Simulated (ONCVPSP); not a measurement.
tin: one change to an ONCV potential, before and after

ONCVPSP 4.0.1 input, shortened (lines: element, Z, core and valence counts, functional; n l f; lmax; l rc ep ncon nbas qcut; lloc lpopt rc5 dvloc0; l nproj debl; icmod fcfact rcfact), LDA (Perdew-Zunger), scalar-relativistic:

```
  Sn 50.00    6    5        3      upf
    1    0    2.00
    2    0    2.00
    2    1    6.00
    3    0    2.00
    3    1    6.00
    3    2   10.00
    4    0    2.00
    4    1    6.00
    4    2   10.00
    5    0    2.00
    5    1    2.00
    2
    0    1.30    0.00    3    6    8.10
    1    1.65    0.00    4    9    8.60
    2    1.55    0.00    4    9    9.40
    4    5    1.10    2.00
    0    2    0.90
    1    2    3.60
    2    2    2.20
    3    4.25    1.50
```

All-electron outer shells of the reference configuration (LDA (Perdew-Zunger), scalar-relativistic, ld1.x):

| shell | level (eV) | outermost node (bohr) | outermost maximum (bohr) |
| --- | --- | --- | --- |
| 3p | -698.39 | 0.14 | 0.30 |
| 3d | -473.70 | – | 0.25 |
| 4s | -133.65 | 0.40 | 0.74 |
| 4p | -89.56 | 0.41 | 0.79 |
| 4d | -25.90 | 0.39 | 0.88 |
| 5s | -10.81 | 0.98 | 2.01 |
| 5p | -3.87 | 1.09 | 2.55 |

Change: p: rc 1.92.

Cutoffs: the cutoffs (Ha) at which the residual kinetic energy of the hardest occupied pseudo-wave falls to 1 and 0.1 mHa per electron; they do not see the model core or the augmentation charge, which bear on the density cutoff. Errors are all-electron minus pseudo energies relative to the spin-unpolarised reference configuration.

**Question.** How do hardness, ghosts and transferability respond?

**Answer.** The potential gets neither clearly harder nor softer (35 Ha and 39 Ha → 35 Ha and 39 Ha); a bound ghost appears in p, which as a rule spoils a file; of the 4 tests that both files solve, the error grows in 1 and shrinks in 2 by more than 15 % and 0.3 meV (median size 4.3 → 4.3 meV).

```tsv
quantity	base	changed
cutoff, loose	35 Ha	35 Ha
cutoff, tight	39 Ha	39 Ha
loose cutoff by channel	s 26 Ha, p 25 Ha, d 35 Ha	s 26 Ha, p 23 Ha, d 35 Ha
bound ghosts	none	p
GHOST(+) flags under 300 eV	none	none
error for 4s2 4p6 4d10 5s2 5p1, meV [ΔE 7.10 eV]	-1.5	-0.7
error for 4s2 4p6 4d10 5s2 5p0, meV [ΔE 21.36 eV]	-5.0	-3.9
error for 4s2 4p6 4d10 5s1 5p0, meV [ΔE 52.81 eV]	-14	-14
error for 4s2 4p6 4d10 5s0 5p4, meV [ΔE 14.40 eV]	-3.6	-4.7
s: phases at 1.32 bohr within 0.05 rad from the reference energy up to (Ha; the scan ends near 5)	to the end of the scan	to the end of the scan
d: phases at 1.57 bohr within 0.05 rad from the reference energy up to (Ha; the scan ends near 5)	to the end of the scan	to the end of the scan
rms error of d²Exc/dni dnj with the model core, mHa	1.11	1.14
```

 A true bound ghost makes a file unfit for plane-wave use even where its test errors are small: the radial tests pick states by their node count and pass the ghost by.
